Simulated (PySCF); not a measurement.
Be(H)2 cation (BeH₂), SMILES [BeH2] (connectivity only; charge and spin as stated), charge +1, multiplicity 2.

Geometry optimised at PBE0-D3(BJ)/def2-TZVPD. The geometry has at least one imaginary mode, so it is a saddle point at that level. The spin state was assumed, not searched. The isomer is the one that the SMILES or the coordinates give; other isomers of the formula were not compared.

The numbers are results of M06-2X/def2-TZVPD in PySCF, not measurements.

Gas-phase values at a fixed geometry.

Computed frontier levels, dipole moment and polarisability:
```yaml
"α spin, highest occupied and lowest empty level": -19.81 and -7.16 eV
"β spin, highest occupied and lowest empty level": -17.85 and -13.21 eV
dipole_moment_about_the_centre_of_nuclear_charge: 0.00 D
mean_static_polarisability: 32.6 bohr³ (4.84 Å³)
polarisability_principal_values: 13.5, 13.5, 71.0 bohr³
"⟨S²⟩": 0.780 (pure state 0.75)
```
